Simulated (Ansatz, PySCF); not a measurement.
3-fluoro-3-methyloxetane (C4H7FO), SMILES CC1(F)COC1. Atoms are numbered in the order given.

```xyz
13

C     -1.0636     1.3921     0.0000
C      0.0709     0.4038     0.0000
F      1.2620     1.0873     0.0000
C      0.0053    -0.7353    -1.0235
O     -0.2865    -1.6825     0.0000
C      0.0053    -0.7353     1.0235
H     -1.0103     2.0326     0.8930
H     -1.0103     2.0326    -0.8930
H     -2.0292     0.8667     0.0000
H     -0.7843    -0.6801    -1.7920
H      0.9828    -0.9107    -1.5080
H     -0.7843    -0.6801     1.7920
H      0.9828    -0.9107     1.5080
```
Charge 0, spin multiplicity 1.

Coordinates come from a PBE0-D3(BJ)/def2-SVP optimisation.

Two levels are set side by side: PBE-D3(BJ)/def2-SVP (Ansatz, an electronic-structure program) and PBE0-D3(BJ)/def2-SVP (Ansatz). Each level has its own optimised geometry; the coordinates shown are those of the second. Frequencies come from the Hessian of PySCF at each geometry. Differences are taken from unrounded values.

| quantity | PBE0-D3(BJ) | PBE-D3(BJ) | PBE-D3(BJ) minus PBE0-D3(BJ) |
|---|---|---|---|
| mean bond length (Å) | 1.270 | 1.281 | 0.011 |
| bond C1–C2 (Å) | 1.505 | 1.513 | 0.009 |
| bond C2–F3 (Å) | 1.373 | 1.390 | 0.017 |
| bond C2–C4 (Å) | 1.533 | 1.543 | 0.010 |
| bond C2–C6 (Å) | 1.533 | 1.543 | 0.010 |
| bond C4–O5 (Å) | 1.425 | 1.443 | 0.018 |
| bond O5–C6 (Å) | 1.425 | 1.443 | 0.018 |
| bond C1–H7 (Å) | 1.100 | 1.108 | 0.008 |
| bond C1–H8 (Å) | 1.100 | 1.108 | 0.008 |
| bond C1–H9 (Å) | 1.099 | 1.108 | 0.008 |
| bond C4–H10 (Å) | 1.103 | 1.112 | 0.009 |
| bond C4–H11 (Å) | 1.105 | 1.115 | 0.010 |
| bond C6–H12 (Å) | 1.103 | 1.112 | 0.009 |
| bond C6–H13 (Å) | 1.105 | 1.115 | 0.010 |
| highest harmonic wavenumber (cm⁻¹) | 3174 | 3082 | -92 |
| mean harmonic wavenumber (cm⁻¹) | 1431 | 1377 | -53 |
| zero-point energy (kcal/mol) | 67.51 | 64.98 | -2.52 |

GGA bonds tend to be longer and softer than those of functionals with exact exchange. Differences between two approximate levels are no errors against the true value.
